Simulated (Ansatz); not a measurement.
CH3AlCl2S, SMILES `C[S][Al]([Cl])[Cl]` at its PBE0-D4/def2-TZVP geometry, where that method's forces vanish. The species carries charge 0 and has multiplicity 1.

```xyz
8

C     0.7960    1.1391   -0.4326
S     1.1512   -0.4117    0.4599
Al   -0.7692   -1.3691    0.5640
Cl   -0.9348   -3.2006    1.5326
Cl   -2.4670   -0.5108   -0.2923
H     1.5179    1.2279   -1.2428
H    -0.2109    1.1514   -0.8445
H     0.9167    1.9738    0.2557
```

(1) What forces (eV/Å) does B3LYP-D4/def2-TZVPP give on these atoms in the Gaussian-basis code of Ansatz? (An estimate is asked.)

## Answers

(1) Ansatz gave: 
```
C1  -0.048  0.283 -0.165
S2   0.126 -0.216  0.141
Al3  0.025 -0.001  0.007
Cl4 -0.005 -0.129  0.069
Cl5 -0.120  0.057 -0.058
H6  -0.050  0.017  0.043
H7   0.083  0.021  0.022
H8  -0.011 -0.032 -0.059
```

B3LYP here is the variant with VWN-RPA as its local correlation; programs differ in this.
